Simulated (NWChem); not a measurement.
System: TiH$_{2}$O$_{2}$Cl$_{2}$; SMILES [OH][Ti]([OH])([Cl])[Cl]

NWChem input:

```
start job
memory heap 200 mb stack 900 mb global 1100 mb
geometry units angstroms noautosym nocenter noautoz
  Ti    -0.174664     0.010719     0.000000
  Cl     1.075211     1.838113     0.000000
  Cl     1.082641    -1.811729     0.000000
  O     -1.188837     0.002901    -1.436407
  H     -2.066290    -0.072951    -1.844728
  O     -1.188837     0.002901     1.436407
  H     -2.066290    -0.072951     1.844728
end
basis spherical
  * library sto-3g
end
dft
  xc b3lyp
  iterations 150
end
property
  response 1 0.0773
end
task dft property
```

Parts of the log:

```
             Northwest Computational Chemistry Package (NWChem) 7.3.0
             --------------------------------------------------------

                             Geometry "geometry" -> ""
                             -------------------------

 Output coordinates in angstroms (scale by  1.889725989 to convert to a.u.)

  No.       Tag          Charge          X              Y              Z
 ---- ---------------- ---------- -------------- -------------- --------------
    1 Ti                  22.0000    -0.17466400     0.01071900     0.00000000
    2 Cl                  17.0000     1.07521100     1.83811300     0.00000000
    3 Cl                  17.0000     1.08264100    -1.81172900     0.00000000
    4 O                    8.0000    -1.18883700     0.00290100    -1.43640700
    5 H                    1.0000    -2.06629000    -0.07295100    -1.84472800
    6 O                    8.0000    -1.18883700     0.00290100     1.43640700
    7 H                    1.0000    -2.06629000    -0.07295100     1.84472800

 Effective nuclear repulsion energy (a.u.)     456.0799433560

                              NWChem Property Module
                              ----------------------

                                 NWChem DFT Module
                                 -----------------

 Summary of "ao basis" -> "ao basis" (spherical)
 ------------------------------------------------------------------------------
       Tag                 Description            Shells   Functions and Types
 ---------------- ------------------------------  ------  ---------------------
 Ti                          sto-3g                  8       18   4s3p1d
 Cl                          sto-3g                  5        9   3s2p
 O                           sto-3g                  3        5   2s1p
 H                           sto-3g                  1        1   1s

            General Information
            -------------------
          SCF calculation type: DFT
          Wavefunction type:  closed shell.
          No. of atoms     :     7
          No. of electrons :    74
           Alpha electrons :    37
            Beta electrons :    37
          Charge           :     0
          Spin multiplicity:     1
          Use of symmetry is: off; symmetry adaption is: off
          Maximum number of iterations: 150
          AO basis - number of functions:    48
                     number of shells:    26
          Convergence on energy requested:  1.00D-06
          Convergence on density requested:  1.00D-05
          Convergence on gradient requested:  5.00D-04

              XC Information
              --------------
                         B3LYP Method XC Potential
                     Hartree-Fock (Exact) Exchange  0.200
                        Slater Exchange Functional  0.800 local
                    Becke 1988 Exchange Functional  0.720 non-local
              Lee-Yang-Parr Correlation Functional  0.810
                  VWN I RPA Correlation Functional  0.190 local

             Grid Information
             ----------------
          Grid used for XC integration:  medium
          Radial quadrature: Mura-Knowles
          Angular quadrature: Lebedev.
          Tag              B.-S. Rad. Rad. Pts. Rad. Cut. Ang. Pts.
          ---              ---------- --------- --------- ---------
          Ti                  1.40      112           8.0       590
          Cl                  1.00       88          10.0       590
          O                   0.60       49           9.0       434
          H                   0.35       45          10.0       434
          Grid pruning is: on
          Number of quadrature shells:   476
          Spatial weights used:  Erf1

      Superposition of Atomic Density Guess
      -------------------------------------

 Sum of atomic energies:       -1897.13333437

      Non-variational initial energy
      ------------------------------

 Total energy =   -1897.145677
 1-e energy   =   -3525.635214
 2-e energy   =    1172.409594
 HOMO         =      -0.282879
 LUMO         =       0.298410

   convergence    iter        energy       DeltaE   RMS-Dens  Diis-err
 ---------------- ----- ----------------- --------- --------- ---------
 d= 0,ls=0.0,diis     1  -1900.7069281438 -2.36D+03  8.38D-02  1.57D+00
 d= 0,ls=0.0,diis     2  -1898.1422179967  2.56D+00  5.62D-02  2.49D+01
 d= 0,ls=0.0,diis     3  -1900.9907002478 -2.85D+00  9.62D-03  1.31D-01
 d= 0,ls=0.0,diis     4  -1901.0104555253 -1.98D-02  3.15D-03  1.52D-02
 d= 0,ls=0.0,diis     5  -1901.0133427748 -2.89D-03  3.64D-04  2.09D-04
  Resetting Diis
 d= 0,ls=0.0,diis     6  -1901.0133824042 -3.96D-05  5.72D-05  8.09D-06
 d= 0,ls=0.0,diis     7  -1901.0133838247 -1.42D-06  5.02D-06  1.27D-08
 d= 0,ls=0.0,diis     8  -1901.0133838214  3.29D-09  3.39D-06  3.45D-08

         Total DFT energy =    -1901.013383821396
      One electron energy =    -3525.799726228609
           Coulomb energy =     1284.847308849618
    Exchange-Corr. energy =     -116.140909798372
 Nuclear repulsion energy =      456.079943355967

 Numeric. integr. density =       73.999997184059

                       DFT Final Molecular Orbital Analysis
                       ------------------------------------

[...]

 DFT Linear Response polarizability / au
 Frequency  =       0.0773000 / au
 Wavelength =     589.4353558 / nm
              X              Y              Z
 -----------------------------------------------
 X      33.9776060      0.5493942     -0.0000000
 Y       0.5493934     32.6478378      0.0000000
 Z      -0.0000000      0.0000000     23.7405411
 -----------------------------------------------
 Eigenvalues =      34.1752211     32.4502227     23.7405411
 Isotropic   =      30.1219950
 Anisotropic =       9.6880524
 -----------------------------------------------

 Magnetic Dipole Response Matrix (nonzero elements):

 Exiting AOResponse driver routine
```

Level: B3LYP/STO-3G. STO-3G and 3-21G are far too small for this property and stand as cheap habits. Geometry: optimised at PBE-D3(BJ)/def2-SVP. Not confirmed as a minimum by frequencies.
